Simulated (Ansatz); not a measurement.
`[F][AlH][SbH2]` + H₂O → `[OH][SbH2]` + `[F][AlH2]` at 400 K and 1 bar (formal hydrolysis of the Sb–Al bond).

Computed with Ansatz on PBE0-D4/def2-TZVP structures; ΔE is electronic, products minus reactants. CCSD(T)/CBS is the MP2 limit (def2-TZVPP, def2-QZVPP) plus CCSD(T) − MP2 in def2-TZVPP, frozen cores. This one scheme is used for every species. def2 core potentials past Kr. For Sb outer-core shells are correlated without core-valence functions, which leaves a few kJ/mol of doubt a bond.

```csv
species,CCSD(T)/CBS energy (Eh),H − E (kJ/mol),S (J/(mol·K))
`[F][AlH][SbH2]`,-583.69641,86.4,359.0
H₂O,-76.37941,69.8,198.6
`[OH][SbH2]`,-316.98030,89.2,295.3
`[F][AlH2]`,-343.06661,56.6,256.1
```

H − E and S are ideal-gas, rigid-rotor, harmonic terms from PBE0-D4/def2-TZVP, for one conformer and one mirror image of each species. 1 Eh = 2625.50 kJ/mol, R = 8.31446 J/(mol·K).

**Question.** By hand: ΔE, ΔH, ΔS and ΔG.

**Answer.** ΔE = (-316.98030) + (-343.06661) − (-583.69641) − (-76.37941) = 0.02891 Eh = 75.9 kJ/mol. Δ(H − E) = 89.2 + 56.6 − 86.4 − 69.8 = -10.4, so ΔH = 65.5 kJ/mol. ΔS = 295.3 + 256.1 − 359.0 − 198.6 = -6.2 J/(mol·K). ΔG = 65.5 − 400 × (-6.2)/1000 = 68.0 kJ/mol.

**Question.** By hand: the equilibrium constant, and the temperature at which ΔG would vanish if ΔH and ΔS stayed fixed.

**Answer.** log₁₀ K = −ΔG/(RT ln 10) = -8.9. ΔH and −TΔS have one sign here, so there is no such temperature.

The number of gas molecules stays the same, so ΔS is small and ΔH decides. A doubt of 5 kJ/mol in ΔE shifts log₁₀ K by 0.7 here. Other conformers and mirror images would add mixing entropy, several J/(mol·K) or more a flexible species. These are equilibria of isolated gas molecules and say nothing of rates. Largest T1 diagnostic: 0.014 (customary marks: 0.02 for closed shells, 0.045 for open ones).

ΔS is within the doubt of such terms, so its sign, and with it that verdict, could turn.
